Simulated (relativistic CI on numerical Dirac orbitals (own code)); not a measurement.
Calculated at this level of theory: Dirac-Coulomb-Breit CI, separate exchange-only KLI orbitals for each configuration, model QED (radiative potential, 1s self-energy scaled to tabulated hydrogen-like ionisation energies), unscaled Slater integrals (own radial code, finite nucleus).

Configuration list (outside the closed core [Ar] 3d10): 4s²4p⁶, 4s²4p⁵4d, 4s4p⁶4d, 4s²4p⁵4f, 4s4p⁶4f, 4s²4p⁵5s, 4s²4p⁵5p, 4s4p⁶5s, 4s²4p⁵5d, 4s4p⁶5p, 4s²4p⁵5f, 4p⁶4d4f, 4s²4p⁵6s, 4s²4p⁵5g, 4s²4p⁵6p, 4s4p⁶5d, 4s²4p⁵6d, 4s²4p⁵6f, 4s4p⁶5f, 4s²4p⁵7s, 4s4p⁶6s, 4p⁶4d², 4p⁵4d³, 4p⁵4d²4f, 4p⁵4d²5s, 4p⁵4d²5p, 4p⁶4f², 4p⁵4d4f², 4p⁵4f³, 4p⁵4f²5s, 4p⁵4f²5p, 4p⁶4d5s, 4p⁵4d4f5s, 4p⁵4d5s², 4p⁵4d5s5p. Double excitations out of closed p, d and f shells are left out; levels of such configurations are missing from the list, as are those of other unlisted configurations, and high levels can miss mixing partners. These lack a partner that the ground configuration has and come out too high: 4s²4p⁵5d, 4s²4p⁵5f, 4s²4p⁵6s, 4s²4p⁵5g, 4s²4p⁵6p.

At this charge energies of transitions that change n are usually good to better than 1 %, and those within a shell (Δn = 0) to a few per cent.

Outline of the computed level scheme of Sn XV. Lowest level of each configuration: 4s²4p⁶ ¹S0 at 0.000 eV; 4s²4p⁵4d ³P°0 at 65.526 eV; 4s4p⁶4d ³D1 at 125.613 eV; 4s²4p⁵4f ³G5 at 152.081 eV; 4s²4p⁵5s ³P°2 at 158.951 eV; 4s²4p⁵5p ³S1 at 175.557 eV; 4s²4p⁵5d ³P°0 at 207.786 eV.

Some strong electric-dipole decays among the lowest 45 levels: 4s²4p⁵4d ¹P°1 → 4s²4p⁶ ¹S0 (8.1e+11 s⁻¹); 4s²4p⁵4f ³D3 → 4s²4p⁵4d ³D°2 (1.9e+11 s⁻¹); 4s²4p⁵4f ³G3 → 4s²4p⁵4d ³F°2 (1.7e+11 s⁻¹); 4s²4p⁵4f ³F4 → 4s²4p⁵4d ¹F°3 (1.7e+11 s⁻¹); 4s²4p⁵4f ³G5 → 4s²4p⁵4d ³F°4 (1.7e+11 s⁻¹); 4s²4p⁵4f ³F4 → 4s²4p⁵4d ³D°3 (1.6e+11 s⁻¹); 4s²4p⁵4f ³G4 → 4s²4p⁵4d ³F°3 (1.6e+11 s⁻¹); 4s²4p⁵4f ³D2 → 4s²4p⁵4d ³P°1 (1.5e+11 s⁻¹).

LS names give the leading component of a level, which can be under half, so a name can repeat, a term be missing and a line seem to break the LS rules.
